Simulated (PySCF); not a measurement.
A GIAO shielding run with PySCF (density fitting, non-relativistic, gas phase) on SMILES CO[C@@H](C)[C@H](Cl)CCF, C6H12ClFO:

```
$ OMP_NUM_THREADS=1 python probes_run.py task.json out

{"job": {"kind": "nmr", "xc": "PBE0", "basis": "pcSseg-1"}, "charge": 0, "multiplicity": 1}
C      2.528438     1.114614    -0.789882
O      1.213620     0.906233    -0.342558
C      0.758678    -0.427973    -0.448439
C      1.253891    -1.303667     0.708521
C     -0.774603    -0.391747    -0.504330
Cl    -1.255738     0.257957    -2.101847
C     -1.399238     0.468531     0.586223
C     -2.916384     0.354578     0.598281
F     -3.288618    -0.906421     1.006482
H      2.649181     0.789425    -1.830408
H      3.262706     0.591654    -0.167293
H      2.703633     2.186424    -0.724606
H      1.119688    -0.863699    -1.395367
H      2.329243    -1.444194     0.635621
H      1.032895    -0.830268     1.660855
H      0.775802    -2.278105     0.672730
H     -1.170355    -1.409542    -0.463659
H     -1.108426     1.507758     0.436515
H     -1.018206     0.136816     1.553247
H     -3.363319     1.056913     1.308029
H     -3.341810     0.501656    -0.398586
```

Hardware: 1 thread of an Arm Neoverse N1, shared host. The job also computes population analyses, field gradients.

Problem. How large is the calculation?

Solution. 82 electrons, 220 basis functions and 1161 auxiliary functions.

Problem. How long does it take, and how much memory does it need?

Solution. 100 s of wall time, with 14 SCF cycles and 4 response iterations; peak memory 1.1 GiB. Times on a shared host scatter by some tens of per cent.
